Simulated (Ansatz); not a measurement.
A small calculation by hand: hopping rate and mobility from the reorganisation energy

C10H9BO3, SMILES OB(O)c1occc1-c1ccccc1.

Coordinates come from a PBE-D3(BJ)/def2-SVP optimisation. The structure was generated by enumeration, and PubChem lists no compound with its InChIKey, so it may never have been made. Other conformers were not sampled.

Four-point relaxation energies from Ansatz (a first-principles code) with PBE-D3(BJ)/def2-SVP, gas phase: hole: ion 248 meV, neutral 407 meV. Assume, for the exercise, a transfer integral of 10 meV, an outer reorganisation energy of 50 meV, equal site energies, a hop of 3.5 Å along one direction and 298.15 K (kT = 25.69 meV).

Find the Marcus rate and the mobility.


k = (2π/ħ) t² (4π λ kT)^(−1/2) exp(−λ/4kT), ħ = 6.582×10⁻¹³ meV s; for a chain D = k a² and μ = e D/kT.
Hole: λ = 248 + 407 + 50 = 705 meV, barrier λ/4 = 176 meV, k = 2.1e9 s⁻¹, μ = 0.00010 cm²/(V s).
The rate is non-adiabatic hopping, which holds while t is well under λ. Disorder and quantum modes are left out.
